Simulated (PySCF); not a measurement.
## Te: electron affinity

Te⁻ [Kr] 4d10 5s2 5p5 (2P) → Te [Kr] 4d10 5s2 5p4 (3P), as a difference of total energies. All numbers are calculated (PySCF 2.14, scalar relativity through the core potential, in aug-cc-pwCVTZ-PP with ECP28MDF). Correlated levels: valence: 4s2 4p6 4d10 frozen. The calculations carry no spin-orbit coupling.

```csv
method,electron affinity (eV)
UHF,1.054
MP2 (valence),1.854
SCS-MP2 (valence),1.855
CCSD (valence),1.852
CCSD(T) (valence),1.917
```

Problem. How much does correlation contribute at CCSD(T) (valence)?

Solution. 1.917 − (1.054) = 0.863 eV, measured against UHF.

The reference lies between the lowest fine-structure levels, while these numbers refer to the centres of the terms.

Errors of the correlated levels include the incompleteness of this basis and the frozen core.

For comparison: 1.971 eV (measured; photodetachment measurements, as compiled on the Wikipedia data page of electron affinities).
